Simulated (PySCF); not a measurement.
BF, SMILES [B]F (connectivity only; charge and spin as stated), charge +1, multiplicity 2. Atoms are numbered in the order given.

```xyz
2

B      0.0000     0.0000    -0.7810
F      0.0000     0.0000     0.4339
```
Charge +1, spin multiplicity 2.

Geometry: B3LYP-D3(BJ)/def2-TZVPD.

Computed with PySCF with B3LYP/pcH-1.

Unrestricted Kohn–Sham, ⟨S²⟩ = 0.752. Hyperfine tensors hold the contact and dipolar terms, without spin-orbit corrections.

Computed hyperfine couplings:
| nucleus | A(iso) (MHz) | A(iso) (G) | dipolar principal values (MHz) |
|---|---|---|---|
| 11B no. 1 | 1792.8 | 639.7 | -27.2, -27.2, 54.3 |
| 19F no. 2 | 277.0 | 98.8 | -118.5, -118.5, 236.9 |
